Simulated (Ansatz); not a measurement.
Ansatz (an electronic-structure program) input (CCSD(T)/def2-SVPD):

Ansatz 0.2 input:
```yaml
crystal:
  periodic: [false, false, false]
  atoms:
    - {symbol: Nb, position_ang: [0.00000000, -0.00000000, 0.00000000]}
    - {symbol: Cl, position_ang: [1.72521804, -0.56076287, -1.38573789]}
    - {symbol: Cl, position_ang: [0.50704009, 0.54045896, 2.15914711]}
    - {symbol: Cl, position_ang: [-0.92064584, 1.88425441, -0.90171967]}
    - {symbol: Cl, position_ang: [-1.31161229, -1.86395049, 0.12831045]}
basis:
  gaussian:
    orbitals: def2-SVPD
magnetization: {spin_polarized: true, initial_magnetization: 1}
correlation: {method: ccsd_t, electrons: outside_noble_gas}
output: {forces: true}
```

Output:

```
Functional definition: HF
integrals: 0.55 GiB planned
1307 factors; integrals over basis functions are off by at most 6.2e-4 eV
mean field: 1.49 GiB planned
mean field evaluation 1: about -51535.6157 eV, gradient 2.6e1 eV
mean field evaluation 2: about -51535.8391 eV, gradient 2.6e1 eV
mean field evaluation 4: about -51539.9381 eV, gradient 2.3e0 eV
mean field evaluation 8: about -51540.0381 eV, gradient 2.3e-1 eV
mean field evaluation 16: about -51540.0398 eV, gradient 2.3e-6 eV
mean field evaluation 32: about -51540.0378 eV, gradient 2.8e-1 eV
mean field evaluation 64: about -51539.7632 eV, gradient 5.2e0 eV
mean field evaluation 96: about -51538.7489 eV, gradient 2.8e0 eV
mean field evaluation 128: about -51536.5587 eV, gradient 8.5e0 eV
mean field evaluation 160: about -51538.8739 eV, gradient 1.0e-1 eV
mean field evaluation 192: about -51534.4221 eV, gradient 1.0e0 eV
mean field evaluation 224: about -51534.6109 eV, gradient 8.9e-1 eV
mean field evaluation 256: about -51534.0333 eV, gradient 1.9e0 eV
mean field evaluation 288: about -51535.1765 eV, gradient 2.2e-1 eV
mean field evaluation 320: about -51534.2014 eV, gradient 1.2e-2 eV
mean field evaluation 352: about -51534.0073 eV, gradient 1.3e-3 eV
mean field evaluation 384: about -51534.8190 eV, gradient 5.2e0 eV
mean field evaluation 416: about -51539.8159 eV, gradient 7.5e-4 eV
mean field evaluation 448: about -51538.8743 eV, gradient 3.8e-4 eV
mean field evaluation 480: about -51535.2993 eV, gradient 3.9e-3 eV
mean field evaluation 512: about -51535.4761 eV, gradient 6.6e-1 eV
mean field evaluation 544: about -51535.5253 eV, gradient 5.9e-2 eV
mean field evaluation 576: about -51535.2583 eV, gradient 2.7e-3 eV
mean field evaluation 608: about -51534.6960 eV, gradient 2.6e0 eV
mean field evaluation 640: about -51534.9477 eV, gradient 2.1e-3 eV
mean field evaluation 672: about -51534.5224 eV, gradient 1.3e-2 eV
mean field evaluation 704: about -51540.0085 eV, gradient 9.4e-1 eV
mean field evaluation 736: about -51535.0894 eV, gradient 1.2e0 eV
mean field evaluation 768: about -51534.6809 eV, gradient 5.6e-3 eV
mean field evaluation 800: about -51534.1558 eV, gradient 1.8e-1 eV
mean field evaluation 832: about -51534.0887 eV, gradient 2.1e0 eV
mean field evaluation 864: about -51535.5248 eV, gradient 7.7e-2 eV
mean field evaluation 896: about -51534.1865 eV, gradient 5.7e-2 eV
mean field evaluation 928: about -51531.7980 eV, gradient 1.7e1 eV
mean field -51540.03978516 eV, -1894.0615270110 hartree, gradient 2.3e-6 eV, S^2 0.757541; 13 other end points of the search recorded, 0 dependent functions left out
determinant -51540.03978516 eV, -1894.0615270110 hartree, with singles and doubles -51560.30316265 eV, -1894.8061923988 hartree
determinant -51539.81587988 eV, -1894.0532986437 hartree, with singles and doubles -51560.10323103 eV, -1894.7988450471 hartree
determinant -51538.87431405 eV, -1894.0186967374 hartree, with singles and doubles -51559.21738077 eV, -1894.7662906505 hartree
determinant -51538.24654507 eV, -1893.9956266529 hartree, with singles and doubles -51558.64152474 eV, -1894.7451283318 hartree
determinant -51540.03978516 eV, -1894.0615270110 hartree, with singles and doubles -51560.33574081 eV, -1894.8073896239 hartree
determinant -51539.81587988 eV, -1894.0532986437 hartree, with singles and doubles -51560.13438446 eV, -1894.7999899146 hartree
24 core orbitals not correlated
reference -51540.03978516 eV, -1894.0615270110 hartree; 17, 16 occupied and 101, 102 virtual orbitals, 1307 factors
densities: 3.53 GiB planned
second order -19.35623044 eV of doubles, -0.00000000 eV of singles
coupled cluster: 2.12 GiB planned
cycle   1  -20.29595694 eV  change   -1.3e-6 eV  update   2.2e-6
cycle   2  -20.29595582 eV  change    1.1e-6 eV  update   1.4e-6
cycle   3  -20.29595624 eV  change   -4.2e-7 eV  update   9.4e-7
cycle   4  -20.29595587 eV  change    3.8e-7 eV  update   5.1e-7
cycle   5  -20.29595614 eV  change   -2.7e-7 eV  update   3.7e-7
cycle   6  -20.29595602 eV  change    1.1e-7 eV  update   2.4e-7
cycle   7  -20.29595608 eV  change   -5.8e-8 eV  update   1.3e-7
perturbative correction -0.86591511 eV, -0.0318217933 hartree
the calculation of the forces begins
Total energy: -51561.20165635 eV, -1894.8392114332 hartree
Atom 0 at     0.000000    -0.000000     0.000000 Å, force    -0.000000     0.000000    -0.000000 eV/Å
Atom 1 at     1.725218    -0.560763    -1.385738 Å, force     0.300289    -0.094445    -0.229698 eV/Å
Atom 2 at     0.507040     0.540459     2.159147 Å, force     0.095318     0.090847     0.366764 eV/Å
Atom 3 at    -0.920646     1.884254    -0.901720 Å, force    -0.164911     0.317136    -0.155189 eV/Å
Atom 4 at    -1.311612    -1.863950     0.128310 Å, force    -0.230695    -0.313537     0.018124 eV/Å
Dipole moment:    -0.000000     0.000000    -0.000000 e Å
```

The spin state was set by rule; other spins were not relaxed.
